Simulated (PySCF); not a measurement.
## Computed vibrations of [Yb(H2O)8]3+

[Yb(H2O)8]3+ (singlet in the valence; each metal's 4f electrons, 13 of them, lie in its core potential, out of spins and levels). PySCF 2.14.0, RKS BP86, Yb lcecp-1-SVP with ECP59, O def2-SVP, H def2-SVP; non-relativistic Hamiltonian with scalar-relativistic core potentials where named; density fitting; no spin-orbit coupling. Central differences of gradients.

```xyz
25

Yb    0.0000    0.0000    0.0000
O     2.0644    0.0000    1.2352
H     2.2473    0.0000    2.2012
H     2.9562    0.0001    0.8223
O     0.0000    2.0644    1.2352
H     0.0000    2.2473    2.2012
H    -0.0001    2.9562    0.8223
O    -2.0644    0.0000    1.2352
H    -2.2473    0.0000    2.2012
H    -2.9562   -0.0001    0.8223
O     0.0000   -2.0644    1.2352
H     0.0000   -2.2473    2.2012
H     0.0001   -2.9562    0.8223
O     1.4597    1.4598   -1.2352
H     2.0903    2.0904   -0.8223
H     1.5891    1.5891   -2.2012
O    -1.4598    1.4597   -1.2352
H    -2.0904    2.0903   -0.8223
H    -1.5891    1.5891   -2.2012
O    -1.4597   -1.4598   -1.2352
H    -2.0903   -2.0904   -0.8223
H    -1.5891   -1.5891   -2.2012
O     1.4598   -1.4597   -1.2352
H     2.0904   -2.0903   -0.8223
H     1.5891   -1.5891   -2.2012
```

Run from Python with OMP_NUM_THREADS=4. Where DIIS fails, smearing, a level shift and second-order steps follow.
It took 7.5 min on 4 threads of Intel(R) Xeon(R) Platinum 8259CL CPU @ 2.50GHz (Skylake/Cascade Lake) (shared host).

Problem. What are the harmonic wavenumbers and infrared intensities?

Solution. Modes are labelled in D4d; negative numbers are unstable modes, those under 60 cm⁻¹ near the noise; a finer grid moves soft modes by up to 10 cm⁻¹.
| cm⁻¹ | km/mol | symmetry |
| --- | --- | --- |
| -358 | – | a2 |
| -277 | – | e |
| -277 | – | e |
| -148 | – | b1 |
| -43 | – | e |
| -43 | – | e |
| 73 | 0.0 | b1 |
| 126 | 0.0 | e |
| 126 | 0.0 | e |
| 127 | 1.7 | e |
| 127 | 1.7 | e |
| 131 | 0.0 | e |
| 131 | 0.0 | e |
| 131 | 9.9 | b2 |
| 163 | 0.5 | e |
| 163 | 0.5 | e |
| 163 | 0.0 | a1 |
| 208 | 0.0 | e |
| 208 | 0.0 | e |
| 239 | 0.0 | e |
| 239 | 0.0 | e |
| 248 | 0.0 | e |
| 248 | 0.0 | e |
| 255 | 0.0 | e |
| 255 | 0.0 | e |
| 256 | 0.0 | a2 |
| 263 | 0.1 | b2 |
| 273 | 24.2 | e |
| 273 | 24.2 | e |
| 319 | 0.0 | a1 |
| 407 | 0.0 | e |
| 407 | 0.0 | e |
| 425 | 0.0 | b1 |
| 436 | 946.8 | e |
| 436 | 946.8 | e |
| 448 | 0.0 | e |
| 448 | 0.0 | e |
| 516 | 0.0 | e |
| 516 | 0.0 | e |
| 534 | 0.0 | e |
| 534 | 0.0 | e |
| 541 | 221.1 | e |
| 541 | 221.1 | e |
| 553 | 478.4 | b2 |
| 575 | 0.0 | a1 |
| 1609 | 0.0 | e |
| 1609 | 0.0 | e |
| 1614 | 0.0 | e |
| 1614 | 0.0 | e |
| 1618 | 311.0 | e |
| 1618 | 311.0 | e |
| 1622 | 163.9 | b2 |
| 1635 | 0.0 | a1 |
| 3619 | 0.0 | e |
| 3619 | 0.0 | e |
| 3622 | 0.0 | e |
| 3622 | 0.0 | e |
| 3624 | 530.5 | e |
| 3624 | 530.5 | e |
| 3626 | 349.5 | b2 |
| 3638 | 0.0 | a1 |
| 3684 | 0.0 | e |
| 3684 | 0.0 | e |
| 3684 | 0.0 | e |
| 3684 | 0.0 | e |
| 3687 | 202.3 | e |
| 3687 | 202.3 | e |
| 3688 | 1291.5 | b2 |
| 3690 | 0.0 | a1 |

Problem. Is this a minimum?

Solution. No: 6 unstable; the lowest moves the atoms so:
```
Yb   0.00  0.00  0.00
O    0.00 -0.01  0.00
H    0.00 -0.22  0.00
H    0.00  0.27  0.00
O    0.01  0.00  0.00
H    0.22  0.00  0.00
H   -0.27  0.00  0.00
O    0.00  0.01  0.00
H    0.00  0.22  0.00
H    0.00 -0.27  0.00
O   -0.01  0.00  0.00
H   -0.22  0.00  0.00
H    0.27  0.00  0.00
O    0.01 -0.01  0.00
H   -0.19  0.19  0.00
H    0.16 -0.16  0.00
O    0.01  0.01  0.00
H   -0.19 -0.19  0.00
H    0.16  0.16  0.00
O   -0.01  0.01  0.00
H    0.19 -0.19  0.00
H   -0.16  0.16  0.00
O   -0.01 -0.01  0.00
H    0.19  0.19  0.00
H   -0.16 -0.16  0.00
```

An lcecp potential fixes the number of 4f electrons, so in runs with it no electron can move into or out of that shell.
